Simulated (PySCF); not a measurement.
C₃H₁₁NSi₂, SMILES C=C([SiH3])N(C)[SiH3].

The structure is a stationary point at B3LYP-D3(BJ)/def2-SVP. The structure was generated by enumeration, and PubChem lists no compound with its InChIKey, so it may never have been made. One conformer was computed; it need not be the lowest.

Level of theory: PySCF with HF/def2-TZVP.

```
Item                                                                                                           Value
---------------------------------------------------------------------------------------------  ---------------------
total energy                                                                                      -752.38501 hartree
highest occupied level                                                                                      -8.58 eV
lowest empty level                                                                                           3.15 eV
orbital gap                                                                                                 11.73 eV
dipole moment                                                                                                 1.18 D
quadrupole, principal values (traceless, Buckingham form, about the centre of nuclear charge)  -4.10, 0.11, 3.99 D·Å
```
